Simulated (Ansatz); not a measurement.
Geometry optimisation, Ansatz 0.2.0, RKS PBE-D4/def2-SVP.

The input (input.yaml):

```yaml
crystal:
  periodic: [false, false, false]
  atoms:
    - { symbol: Al, position_ang: [-0.996655, 0.233066, -0.813376] }
    - { symbol: H, position_ang: [0.20789, -0.345549, -1.577038] }
    - { symbol: O, position_ang: [-1.926216, 1.599411, -1.280258] }
    - { symbol: O, position_ang: [-1.425098, -0.562591, 0.644957] }
    - { symbol: H, position_ang: [1.418861, -0.334014, -0.070765] }
    - { symbol: As, position_ang: [2.009578, -0.126434, 1.313683] }
    - { symbol: H, position_ang: [-1.795769, 2.09477, -2.105272] }
    - { symbol: H, position_ang: [-2.193261, -0.293652, 1.175151] }
    - { symbol: H, position_ang: [3.320045, -0.828605, 0.912876] }
    - { symbol: H, position_ang: [1.380325, -1.436502, 1.800143] }
basis:
  gaussian: { orbitals: def2-SVP }
hamiltonian:
  xc: pbe
  dispersion: d4
relax:
  f_tol: 0.03
  max_steps: 50
```

Command:

```bash
$ ansatz run input.yaml --threads 2 --pin off --max-ram 3072MiB --backend cpu --events-out ev --progress --plain --runs-dir out
```

Where does it end, and by what steps?

The forces met the threshold. After 14 steps the energy has fallen by 0.207 eV; H2 moved furthest, 1.01 Å.

| step | energy less start (eV) | largest force component (eV/Å) | accepted |
| --- | --- | --- | --- |
| 0 | 0.0000 | 0.569 | yes |
| 1 | -0.0748 | 0.221 | yes |
| 2 | -0.0964 | 0.268 | yes |
| 3 | -0.1131 | 0.237 | yes |
| 4 | -0.1422 | 0.289 | yes |
| 5 | -0.1691 | 0.122 | yes |
| 6 | -0.1703 | 0.479 | yes |
| 7 | -0.1856 | 0.115 | yes |
| 8 | -0.1933 | 0.071 | yes |
| 9 | -0.1986 | 0.067 | yes |
| 10 | -0.2025 | 0.073 | yes |
| 11 | -0.2053 | 0.107 | yes |
| 12 | -0.2063 | 0.071 | yes |
| 13 | -0.2066 | 0.046 | yes |
| 14 | -0.2068 | 0.019 | yes |

```xyz
10
Properties=species:S:1:pos:R:3
Al -1.009 0.002 -0.838
H -0.484 -0.950 -1.994
O -1.333 1.680 -1.033
O -1.474 -0.733 0.652
H 1.257 -0.017 -0.127
As 1.504 -0.165 1.402
H -1.168 2.158 -1.860
H -1.845 -0.200 1.373
H 3.030 -0.082 1.159
H 1.522 -1.693 1.265
```

Run time: 28 s on 2 threads of Arm Neoverse V2, with other jobs on the host, peak memory 0.14 GiB.
